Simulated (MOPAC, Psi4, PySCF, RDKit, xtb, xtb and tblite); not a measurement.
Two geometries of SMILES BC[SiH2]c1cccs1 (C5H9BSSi), relaxed at GFN2-xTB with one dihedral held; other torsions can differ between them too.

Structure A

```
17

B      3.3585     0.5219    -0.1362
C      1.9181     0.3576    -0.6676
Si     0.8619    -0.1574     0.8526
C     -0.4766     1.1281     1.1253
C     -0.5186     2.4530     0.7986
C     -1.6947     3.1092     1.2180
C     -2.5454     2.2748     1.8687
S     -1.9202     0.6784     1.9784
H      4.0684    -0.4069    -0.0725
H      3.7371     1.5607     0.2491
H      1.4866     1.2621    -1.0902
H      1.8103    -0.4381    -1.4014
H      0.2236    -1.4547     0.5873
H      1.6274    -0.2784     2.1034
H      0.2770     2.9492     0.2708
H     -1.8962     4.1511     1.0424
H     -3.5054     2.4964     2.2910
```

Structure B

```
17

B     -3.5060     0.3520    -0.3419
C     -1.9857     0.3005    -0.6425
Si    -0.8879    -0.0692     0.8899
C     -1.8389    -0.3049     2.4876
C     -3.1776    -0.2671     2.7460
C     -3.5079    -0.4985     4.0981
C     -2.4094    -0.7131     4.8669
S     -0.9591    -0.6351     3.9493
H     -4.1610    -0.6154    -0.4382
H     -4.0181     1.3667    -0.0556
H     -1.6147     1.2440    -1.0393
H     -1.7371    -0.4737    -1.3665
H      0.0511     1.0454     1.0977
H     -0.1165    -1.3002     0.6516
H     -3.9044    -0.0760     1.9759
H     -4.5142    -0.5045     4.4779
H     -2.3584    -0.9128     5.9188
```

Which is lower in energy at the level B3LYP-D3(BJ)/def2-SVP // GFN2-xTB (Psi4), and by how much?

A is lower, by 0.86 kcal/mol (dihedral B1–C2–Si3–C4: 120° in A, 0° in B).

E(B) − E(A) in kcal/mol at the other levels, on the same two geometries: GFN2-xTB (xtb and tblite) 0.30; B3LYP/def2-SVP // GFN2-xTB (Psi4) 1.35; PBE/def2-SVP // GFN2-xTB (Psi4) 1.23; PBE-D3(BJ)/def2-SVP // GFN2-xTB (Psi4) 0.94; UFF // GFN2-xTB (RDKit) 6.86; PM3, restricted, heats of formation // GFN2-xTB (MOPAC) 1.80; PM7, restricted, heats of formation // GFN2-xTB (MOPAC) 2.12; GFN1-xTB // GFN2-xTB (xtb) 0.05; restricted B3LYP/6-31G*, spherical d, density fitting // GFN2-xTB (PySCF) 1.44; restricted Hartree-Fock/LANL2DZ, with its core potentials past Ne // GFN2-xTB (PySCF) 1.47; restricted B3LYP/6-311+G**, spherical d, density fitting // GFN2-xTB (PySCF) 1.57; restricted M06-2X/6-31G*, spherical d, density fitting // GFN2-xTB (PySCF) 0.95.
